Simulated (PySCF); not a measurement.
## Ionisation energy of Dy⁶¹⁺ by level of theory

Dy⁶¹⁺ [He] 2s2 2p1 (2P) → Dy⁶²⁺ [He] 2s2 (1S), as a difference of total energies. Computed with PySCF 2.14 in an uncontracted even-tempered set (17 s from 37 bohr⁻², ratio 2.2; 10 p from 48 bohr⁻², ratio 2.2; 5 d from 180 bohr⁻², ratio 2.4; 5 f from 270 bohr⁻², ratio 2.4; 4 g from 400 bohr⁻², ratio 2.4), with the non-relativistic Hamiltonian (point nucleus). Correlated levels: nothing frozen; virtual orbitals above 40 to 60 times the deepest correlated orbital energy dropped. The calculations carry no spin-orbit coupling.

| method | ionisation energy (eV) |
| --- | --- |
| UHF | 13470.3 |
| LDA | 13461.5 |
| PBE | 13471.5 |
| PBE0 | 13471.4 |
| r2SCAN | 13474.0 |
| r2SCAN0 | 13473.3 |
| SCS-MP2 (all electrons) | 13466.3 |

Q: Estimate what B2PLYP gives.

A: 13470.9 eV, closest to PBE0 among the rows shown.

Q: Estimate what MP2 (all electrons) gives.

A: 13467.2 eV, closest to SCS-MP2 (all electrons) among the rows shown.

A first-order spin-orbit estimate (lowest level to lowest level, LS coupling) adds 425.1 eV.

The gap to the reference is mostly relativistic.

First order in ζ underestimates the shift of j = l − 1/2 levels at high Z.

For comparison: 14495 ± 12 eV (theoretical estimate listed by NIST; NIST Atomic Spectra Database, ionization energies).
